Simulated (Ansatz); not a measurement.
`[SiH3][O][SnH2][Cl]` and `[OH][SnH2][Cl]` differ in one atom or group.

Ansatz, PBE0-D4/def2-TZVP geometries, multiplicity 1. Each molecule was computed in one conformer, which needn't be the lowest.

Elements past krypton have def2 core potentials.

| property | `[SiH3][O][SnH2][Cl]` |
| --- | --- |
| LUMO energy (PBE/def2-TZVPP) / eV | -1.98 |
| HOMO–LUMO gap (B3LYP/def2-TZVPP) / eV | 6.93 |
| LUMO energy (PBE0/def2-TZVPP) / eV | -1.03 |
| HOMO energy (PBE0/def2-TZVPP) / eV | -8.49 |
| HOMO–LUMO gap (PBE/def2-TZVPP) / eV | 5.07 |
| HOMO energy (B3LYP/def2-TZVPP) / eV | -8.28 |

Task: Give the same properties after the change, and the shifts. (Estimate.)

Result: Ansatz gave: 
| property | `[OH][SnH2][Cl]` | shift |
| --- | --- | --- |
| LUMO energy (PBE/def2-TZVPP) / eV | -1.80 | 0.18 |
| HOMO–LUMO gap (B3LYP/def2-TZVPP) / eV | 7.29 | 0.36 |
| LUMO energy (PBE0/def2-TZVPP) / eV | -0.86 | 0.17 |
| HOMO energy (PBE0/def2-TZVPP) / eV | -8.73 | -0.24 |
| HOMO–LUMO gap (PBE/def2-TZVPP) / eV | 5.39 | 0.32 |
| HOMO energy (B3LYP/def2-TZVPP) / eV | -8.48 | -0.20 |

With PBE0 the HOMO falls by 0.24 eV and the LUMO rises by 0.17 eV, so the gap widens by about 0.41 eV. PBE moves the HOMO by -0.13 eV and ωB97M-V by -0.22 eV.

B3LYP here is the variant with VWN-RPA as its local correlation; programs differ in this.
